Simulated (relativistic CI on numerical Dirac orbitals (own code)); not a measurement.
## L2,3 absorption of cobalt in several valence states

Computed multiplet spectra 2p⁶3dⁿ → 2p⁵3dⁿ⁺¹ (Dirac-Coulomb-Breit ions, Slater integrals scaled by 0.7, an assumed crystal field that grows with the charge, no charge transfer; 300 K; Lorentzian 0.4 eV and Gaussian 0.3 eV FWHM at both edges, so that L2 comes out sharper than in experiment). Peaks over 5 % are given in eV from the highest peak in the L3 region of each spectrum (height, largest 100). S of the lowest state is read from ⟨S²⟩, and the branching ratio is the share of L3, cut at the minimum between the edges.

Field parameters in Wybourne normalisation: Oh B⁴₀ = 21Dq, B⁴₄ = √(5/14) B⁴₀. The field is a parameter set, without covalency.

- Co²⁺ (d7, Oh, 10Dq = 14850 cm⁻¹): S = 1.50, high spin, branching ratio 0.81; peaks -2.2 (63), -1.3 (28), 0.0 (100), 1.2 (99), 2.5 (19), 13.5 (6), 14.9 (23), 15.6 (25), 16.2 (24), 17.3 (9)
- Co³⁺ (d6, Oh, 10Dq = 19150 cm⁻¹): S = 0.03, low spin, branching ratio 0.67; peaks -2.1 (7), 0.0 (100), 1.5 (15), 2.2 (27), 14.1 (50), 15.9 (12)
- Co⁴⁺ (d5, Oh, 10Dq = 23500 cm⁻¹): S = 2.49, high spin, branching ratio 0.77; peaks -2.9 (42), -1.6 (11), 0.0 (100), 1.4 (23), 3.6 (6), 12.6 (14), 14.3 (10), 15.5 (16), 16.9 (12)

**Question.** What spin state follows for Co⁵⁺ in Oh, 10Dq = 27800 cm⁻¹, and does its branching ratio lie nearer 2/3 or nearer 0.8?

**Answer.** Co⁵⁺ (d4, Oh, 10Dq = 27800 cm⁻¹): S = 1.10, low spin, branching ratio 0.70; peaks -5.4 (40), -1.8 (94), -1.0 (82), 0.0 (100), 1.7 (26), 10.7 (14), 12.1 (44), 13.2 (64), 14.5 (18), 15.1 (19), 16.2 (12). High-spin states, above all those with an unquenched orbital moment, raise the ratio above the statistical 2/3; low spin and nearly empty shells keep it near or below 2/3.

The centroid of the whole edge, which also moves with the branching ratio, lies at 783.9 (Co²⁺), 788.8 (Co³⁺), 790.8 (Co⁴⁺), 795.6 (Co⁵⁺) eV in this ionic model, in steps of 2.0 to 4.9 eV. Compounds show about 1 to 2 eV a unit and lower energies for the high valences, since ligands screen the charge. The multiplet shape follows the d count and the spin state, and so serves as a fingerprint of valence. Real compounds of Co⁴⁺ are mostly low spin, since covalency shrinks the Slater integrals more than this scale does. Co⁵⁺ lies at a spin crossover.
